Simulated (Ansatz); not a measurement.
Calculated with Ansatz (gas phase, PBE0-D4/def2-TZVP geometries, no zero-point term in ΔE). CCSD(T)/CBS adds triple-zeta CCSD(T) − MP2 to the extrapolated MP2 energy (def2 sets, frozen cores). This one scheme is used for every species. Functionals use def2-TZVPP. B3LYP here is the variant with VWN-RPA as its local correlation; programs differ in this. One conformer a species, not always the lowest.

`B[SiH](Cl)O[SiH3]` + CH₃OH → `CO[SiH](Cl)O[SiH3]` + BH₃  (cleavage of the Si–B bond)

```csv
level,ΔE (kcal/mol)
ωB97M-V,-33.9
B3LYP,-31.9
```

Problem. What does CCSD(T)/CBS give? (An estimate is asked.)

Solution. Ansatz gave: -33.3 kcal/mol. The listed levels differ from it by -0.6, 1.4 kcal/mol.

Largest T1 diagnostic among the species: 0.011.

The D4 term adds −1.2 kcal/mol with B3LYP and −0.7 kcal/mol with PBE0; it sums over pairs of atoms, weighted by their polarisabilities, and B3LYP, whose exchange is more repulsive, gets the larger term. From PBE to PBE0 (25 % exact exchange), in def2-TZVPP and without D4, ΔE moves by −2.1 kcal/mol. In def2-TZVPP, CCSD(T) changes the Hartree–Fock value by +3.6 kcal/mol (the triples alone add +0.3 kcal/mol) and MP2 by +1.7 kcal/mol.
